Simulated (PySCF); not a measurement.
## [Lu(NH3)3]3+ at several levels of theory

Computed with PySCF 2.14.0 (density fitting, no spin-orbit coupling) at the geometry relaxed with PBE0:

```xyz
13
[Lu(NH3)3]3+ (singlet in the valence; each metal's 4f electrons, 14 of them, lie in its core potential, out of spins and levels)
Lu    0.0000    0.0000   -0.6486
N     2.2096    0.0152    0.0906
H     2.3740   -0.3463    1.0497
H     2.8733   -0.5461   -0.4789
H     2.6681    0.9465    0.1164
N    -1.1179    1.9060    0.0906
H    -0.8871    2.2291    1.0497
H    -0.9637    2.7614   -0.4789
H    -2.1538    1.8374    0.1164
N    -1.0917   -1.9211    0.0906
H    -1.4869   -1.8827    1.0497
H    -1.9096   -2.2153   -0.4789
H    -0.5143   -2.7839    0.1164
```

```
level                                                 basis    state  HOMO (eV)  gap (eV)  charge on Lu1 (e)  population of f-type functions on Lu1 (polarisation alone where 4f lies in the core)  dipole about the centre of mass (D)  largest force component (eV/Å)
 PBE0     Lu lcecp-1-SVP with ECP60, N def2-SVP, H def2-SVP  singlet     -25.02      8.50               1.75                                                                                  0.03                                 2.92                            0.02
   HF                                              the same  singlet     -28.81     15.48               2.05                                                                                  0.03                                 2.47                            1.09
 PBE0  Lu lcecp-1-TZVP with ECP60, N def2-TZVP, H def2-TZVP  singlet     -24.92      8.51               2.01                                                                                  0.03                                 2.95                            0.40
```

In the lcecp rows the 4f levels are missing from HOMO and gap, and the state counts the valence alone.

Charges are Mulliken's, which hang on the basis. The relaxation used the grid (50, 194), these runs (75, 302) or, all-electron (x2c bases, spin-free X2C Hamiltonian), (99, 590).

Q: What does BP86 with Lu lcecp-1-SVP with ECP60, N def2-SVP, H def2-SVP give here?

A: state singlet, HOMO (eV) -23.56, gap (eV) 6.16, charge on Lu1 (e) 1.63, population of f-type functions on Lu1 (polarisation alone where 4f lies in the core) 0.03, dipole about the centre of mass (D) 3.10, largest force component (eV/Å) 0.39. Time: 8.5 s on 2 threads of Arm Neoverse V1, with other jobs on the host, from an already converged density.

In the first row's basis the gap widens with exact exchange: 6.2 eV for BP86 (none); 8.5 eV for PBE0 (a fixed share); 15.5 eV for Hartree–Fock (rising or full at long range).

An lcecp potential fixes the number of 4f electrons, so in runs with it no electron can move into or out of that shell.
